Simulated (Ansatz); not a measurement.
Cost and result up the ladder for Ca₄Se₄ (8 atoms). Charge 0, multiplicity 1. Geometry: PBE0-D4/def2-SVP.

Cartesian coordinates in Å:
```
Ca -2.1383 0.5692 -0.1443
Ca 1.2501 1.8307 0.0549
Ca 0.3287 -1.1754 1.8514
Ca 0.5595 -1.2246 -1.7620
Se -0.6522 1.4275 2.0540
Se -1.4573 -2.1340 -0.0640
Se 2.4926 -0.6635 0.1683
Se -0.3832 1.3700 -2.1583
```

Ansatz on 4 threads of AMD EPYC 9R45 on a shared host. Times are rough, and most runs start from the orbitals of an earlier one. PBE0-D4/def2-SVP serves as the yardstick here, not as an exact answer. Differences are given only for rows in sets of like size (and for xTB, whose basis is part of the method), since another set adds its own error. Binding counts from free atoms at the same level (Ca singlet, Se triplet; other spins of the atoms weren't run), without zero-point energy or a counterpoise term.

B3LYP takes the VWN-RPA correlation. Correlated methods freeze 56 core orbitals; core or outer-core shells of Ca, Se are correlated, in sets that lack core-valence functions. The rows differ in basis, and correlated rows in double-zeta sets carry the largest basis error. The structure comes from a short search, and lower isomers may exist.

Correlated methods converge slowly with the basis, most of all in double-zeta sets.

| level | functions | wall time | binding energy per atom (eV) | difference from PBE0-D4/def2-SVP (eV) |
| --- | --- | --- | --- | --- |
| HF/STO-3G | 124 | 1 s | 2.17 | – |
| PBE-D4/def2-SVP | 224 | 2.9 s | 3.59 | 0.06 |
| B3LYP-D4/def2-SVP | 224 | 5.5 s | 3.41 | -0.13 |
| MP2/def2-SVP | 224 | 5.5 s | 3.21 | -0.32 |
| PBE-D4/def2-TZVPD | 372 | 6.5 s | 3.53 | – |
| PBE0-D4/def2-SVP | 224 | 7 s | 3.53 | 0.00 |
| r2SCAN-D4/def2-SVP (with forces) | 224 | 7.5 s | 3.71 | 0.18 |
| RPA@PBE/def2-SVP | 224 | 8 s | 2.69 | -0.84 |
| B2PLYP/def2-SVP | 224 | 9 s | 3.23 | -0.30 |
